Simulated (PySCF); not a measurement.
Theory: shielding tensors at PBE0/pcSseg-1 (GIAO), coordinates at the GFN2-xTB level, in PySCF (in vacuum, one computed conformer, averaged over atoms made equivalent by symmetry, fast rotation or ring inversion, non-relativistic Hamiltonian).

Scale: ¹H (σ = 31.72 ppm), ¹³C (σ = 186.93 ppm) vs TMS (reference shieldings calculated alike). Acid and N–H amide carbonyl carbons lie up to 10 ppm further downfield in solution (hydrogen bonding). Shifts are as computed. Against solution values, carbons near 30 ppm lie about +3 ppm off and those near 130 ppm about +5 ppm. Of 1309 compounds with measured shifts, 239 miss one by over three times the rms of a fit or turn the order of signals round; such compounds aren't used in these exercises. OH and NH positions are gas-phase values without hydrogen bonding to other molecules.

Q: Order these molecules by the shift of their most shielded carbon-bound hydrogen, lowest δ first.
A. CNC(=O)C(=O)/C=C/[SiH3]
B. CCc1nocc1O[SiH3]
C. COC(=C(F)F)C(F)(F)F
D. C#CC(=O)NC1CCC1

A: B (1.39 ppm, hydrogen on a methyl carbon), D (1.73 ppm, hydrogen on an sp3 CH2 in a ring), A (3.21 ppm, hydrogen on a methyl carbon bonded to N), C (3.99 ppm, hydrogen on a methyl carbon bonded to O).

Q: Order these molecules by the shift of their most shielded carbon, lowest δ first.
A. COC(=C(F)F)C(F)(F)F
B. CNC(=O)C(=O)/C=C/[SiH3]
C. CCc1nocc1O[SiH3]

A: C (14.8 ppm, methyl carbon), B (26.5 ppm, methyl carbon bonded to N), A (59.5 ppm, methyl carbon bonded to O).

Q: How many ¹³C and ¹H signals does each give (equivalence by symmetry and fast rotation, but not about amide C–N or C=N bonds)? `COC(=C(F)F)C(F)(F)F`, `COCc1cccnc1`, `C#CC(=O)NC1CCC1`, `CNC(=O)C(=O)/C=C/[SiH3]`, `CCc1nocc1O[SiH3]`

A: COC(=C(F)F)C(F)(F)F: 4 C, 1 H; COCc1cccnc1: 7 C, 6 H; C#CC(=O)NC1CCC1: 6 C, 7 H; CNC(=O)C(=O)/C=C/[SiH3]: 5 C, 5 H; CCc1nocc1O[SiH3]: 5 C, 4 H.
